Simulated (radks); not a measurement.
Effect of the nuclear size on neutral erbium, [Xe] 4f12 6s2. All-electron calculation, Dirac Kohn-Sham, exchange-only LDA, spin-unpolarised, spherical densities, finite nucleus; open shells fill j = l - 1/2 first; Fermi nuclear charge, rms radius 5.2516 fm. Program: a radial shooting solver on a logarithmic mesh with Libxc functionals. The rms radius is varied about that value; shifts are against it.

rms radius (fm)  total energy shift (eV)  density at nucleus (e/bohr^3)  1s1/2 shift (meV)  2s1/2 shift (meV)  5s1/2 shift (meV)  5p1/2 shift (meV)  6s1/2 shift (meV)  4f7/2 shift (meV)  6p1/2 (empty) shift (meV)
4.3116                             -10.5                      9.203e+05              -4310               -575              -4.40              0.443             -0.159              0.755                      0.130
4.7947                             -5.30                      8.924e+05              -2170               -290              -2.21              0.223             -0.080              0.380                      0.065
5.2516                                 0                      8.692e+05              0.000              0.000              0.000              0.000              0.000              0.000                      0.000
5.4827                              2.81                      8.585e+05               1150                154               1.17             -0.118              0.043             -0.202                     -0.035
6.533                               16.7                      8.159e+05               6820                910               6.96             -0.699              0.252              -1.19                     -0.205

Slopes of the eigenvalues against <r^2> in GHz/fm^2, as finite differences over the two radii next to the reference (eigenvalue slopes, not the field-shift constants of lines): 1s1/2 114000, 2s1/2 15200, 5s1/2 116, 5p1/2 -11.7, 6s1/2 4.19, 4f7/2 -19.9, 6p1/2 (empty) -3.42.
